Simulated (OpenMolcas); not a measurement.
N2+: effect of the active space

```json
{
  "Program": "OpenMolcas",
  "Method": "SS-CASPT2 or its RAS form, IPEA 0.25 Eh, imaginary shift 0.1 Eh",
  "Basis": "ANO-RCC-VTZP",
  "Scalar Hamiltonian": "DKH2, point nucleus",
  "Spin-orbit coupling": "RASSI with atomic mean-field integrals over the reference wave functions, term energies averaged over their components"
}
```

A. 3 electrons in 4 orbitals (2s 2p); 2S+1 = 4 odd, 1 root; 2S+1 = 2 odd, 11 roots; 2S+1 = 4 even, 3 roots; 2S+1 = 2 even, 9 roots; closed shells correlated: 1s; CASPT2 step about 2.3 core-seconds
B. 3 electrons in 8 orbitals (2s 2p 3s 3p); 2S+1 = 4 odd, 1 root; 2S+1 = 2 odd, 11 roots; 2S+1 = 4 even, 3 roots; 2S+1 = 2 even, 9 roots; closed shells correlated: 1s; CASPT2 step roughly 6 core-seconds
C. 3 electrons in 9 orbitals (RAS2 2s 2p; RAS3 3d, at most 2 electrons); 2S+1 = 4 odd, 1 root; 2S+1 = 2 odd, 11 roots; 2S+1 = 4 even, 3 roots; 2S+1 = 2 even, 9 roots; closed shells correlated: 1s; CASPT2 step about 13 core-seconds

Energies in cm⁻¹ above 2s² 2p ²P°_1/2, the measured ground level; measured values from Moore, Selected Tables of Atomic Spectra, NSRDS-NBS 3, section 5.

```tsv
Level	A	B	C	Measured
2s² 2p ²P°_1/2	0.0	0.0	0.0	0.0
2s² 2p ²P°_3/2	158	168	156	174
2s 2p² ⁴P_1/2	55530	55760	56360	
2s 2p² ⁴P_3/2	55580	55820	56410	57247
2s 2p² ⁴P_5/2	55680	55910	56510	57328
2s 2p² ²D_3/2	101140	101010	101380	101031
2s 2p² ²D_5/2	101140	101010	101380	101024
2s 2p² ²S_1/2	131450	131530	132070	131004
2s 2p² ²P_1/2	148140	147420	147110	145876
2s 2p² ²P_3/2	148250	147540	147220	145986
2p³ ⁴S°_3/2	185610	185820	186330	186797
2p³ ²D°_3/2	204110	204420	203370	203089
2p³ ²D°_5/2	204110	204420	203370	203075
2p³ ²P°_1/2	232350	231420	232130	230404
2p³ ²P°_3/2	232360	231430	232140	230409
```

Deviations, from unrounded energies. A percentage is the sum of absolute deviations over the sum of measured energies, with the sign that they share, or ± where signs differ.

```tsv
Against measurement	Levels	A	B	C
mean absolute deviation (cm-1)	13	1200	940	800
fine structure of the ground term (%)	1	-9.6	-3.9	-10.3
other configurations (%)	12	±0.9	±0.7	±0.6
```

C lies closest to measurement on these levels and A furthest from it. The largest miss of C in the table is 2p³ ²P°_3/2, by +1700 cm-1. The ranking rests on the paired levels alone, and a cruder setting can come out closer through cancelling errors.

Among A to C the level of the table that moves most is 2p³ ²D°_5/2, by 1000 cm-1 (lowest in C, highest in B). Moves below CASPT2's spread within the term are not significant.

CASPT2 does not keep the components of a term degenerate, so their means are used; among the terms shown or strongly mixed into the levels shown the widest spread is 210 cm-1 (2p³ ²D°, A). Active for correlation alone: 3p 3s; no level in the range computed is led by a configuration that fills them, so any true level of that kind is missing (holds for B). Active for correlation alone: 3d; no level in the range computed is led by a configuration that fills it, so any true level of that kind is missing (holds for C). Computed and measured levels are paired by configuration, term and J; levels that our copy of the source lacks, or whose pairing is in doubt (as where it misses far off the trend of its configuration), stay unpaired and out of the deviations. Levels of configurations outside the active space are missing.

° marks odd parity.
